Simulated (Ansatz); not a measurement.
A structure drawn as `[CH3][GeH2]`, with this starting geometry:

Cartesian coordinates in Å:
```
C 0.404 -0.764 -0.132
Ge -0.559 0.925 -0.354
H 1.445 -0.641 -0.615
H -0.213 -1.579 -0.506
H 0.623 -0.891 0.996
H 0.245 2.131 0.225
H -1.945 0.819 0.386
```

Charge 0, multiplicity 2.

Problem. Does it keep its bonds when Ansatz relaxes it at PBE-D4/def2-SVP and then PBE0-D4/def2-TZVP?

Solution. Yes, every drawn bond is still there and no new one forms.

Problem. Give the relaxed structure. (Estimate.)

Solution. Computed: 
Z-matrix (Å, degrees):
```
C
Ge 1 1.960
H 1 1.093 2 109.7
H 1 1.090 2 110.3 3 -119.8
H 1 1.090 2 110.3 3 119.8
H 2 1.546 1 111.3 3 -61.5
H 2 1.546 1 111.3 3 60.9
```
All modes are real.

Atoms count as bonded under 1.1 times the sum of their covalent radii (H–H under 0.85 Å, pairs among N, O and F under 1.55 Å), and a drawn bond as lost past 1.3 times.
